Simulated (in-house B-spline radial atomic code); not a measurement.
# Solving the quasi-particle equation for 5s up of the indium ion In²⁺

Configuration [Kr] 4d10 5s1, highest spin, start Hartree-Fock; correlation leaves out the 7 deepest shells. Computed with a B-spline radial code for spherical atoms: all electrons, scalar-relativistic (spin-free one-electron X2C), finite nucleus, each spin shell either full or empty, empty states to l = 9 with an (l + 1/2)⁻⁴ tail; G0W0 by contour deformation at full frequency.

RPA overbinds a lone outer s electron by self-correlation, and G0W0 tends to as well.

At the mean-field level ε = -26.778 eV the matrix elements are Σx = -14.23 eV, v_xc = -14.23 eV and Σc(ε) = -1.558 eV, and the slope of the correlation self-energy is dΣc/dω = -0.0269. The quasi-particle energy solves E = ε + Σx − v_xc + Σc(E).

Question: What does the linearised equation give?

Answer: Z = 1/(1 − dΣc/dω) = 1/1.0269 = 0.9738. The first-order shift is Σx − v_xc + Σc(ε) = -14.23 − (-14.23) + (-1.558) = -1.558 eV, so E ≈ ε + Z × shift = -26.778 + 0.9738 × (-1.558) = -28.295 eV.

Question: How does that compare with the full solution and with static screening?

Answer: Solving the equation at full frequency dependence gives E = -28.296 eV, where Σc = -1.518 eV and the weight is 0.974; the linearised value is off by 1 meV. Leaving Z out would give -28.336 eV. Static COHSEX puts -2.678 eV in place of Σc and gives -29.456 eV, 1.16 eV deeper. The tabulated removal energy is 28.044 eV (NIST, measured); the run leaves out spin-orbit coupling, Breit and QED terms.
